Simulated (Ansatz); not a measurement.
C2H5BrSi can be A, `C=C([SiH3])Br`, or B, `C=C[SiH2]Br`.

Program: Ansatz. Geometries: PBE0-D4/def2-TZVP. ΔE: electronic, gas phase. CCSD(T)/CBS is the MP2 limit (def2-TZVPP, def2-QZVPP) plus CCSD(T) − MP2 in def2-TZVPP, frozen cores. Functionals use def2-TZVPP. B3LYP here is the variant with VWN-RPA as its local correlation; programs differ in this. For Br outer-core shells are correlated without core-valence functions, which leaves a few kJ/mol of doubt a bond. Scalar relativity is left out up to krypton. One conformer a species, not always the lowest.

Which isomer does CCSD(T)/CBS put lower? Give the gap. (An estimate is asked.)

Computed: B, by 34.3 kcal/mol.

Give E(B) − E(A) in kcal/mol with B3LYP, ωB97M-V, B3LYP-D4, PBE0-D4, B2PLYP, MP2/def2-TZVPP, CCSD/def2-TZVPP. (An estimate is asked.)

The calculation gave: B3LYP -33.6, ωB97M-V -34.5, B3LYP-D4 -33.0, PBE0-D4 -33.9, B2PLYP -33.7, MP2/def2-TZVPP -33.4, CCSD/def2-TZVPP -33.8. None reverses the order clearly.

Largest T1 diagnostic: 0.010.

From PBE to PBE0 (25 % exact exchange), in def2-TZVPP and without D4, E(B) − E(A) moves by −2.0 kcal/mol. In def2-TZVPP, CCSD(T) changes the Hartree–Fock value by +4.8 kcal/mol (the triples alone add +0.9 kcal/mol) and MP2 by +4.3 kcal/mol.
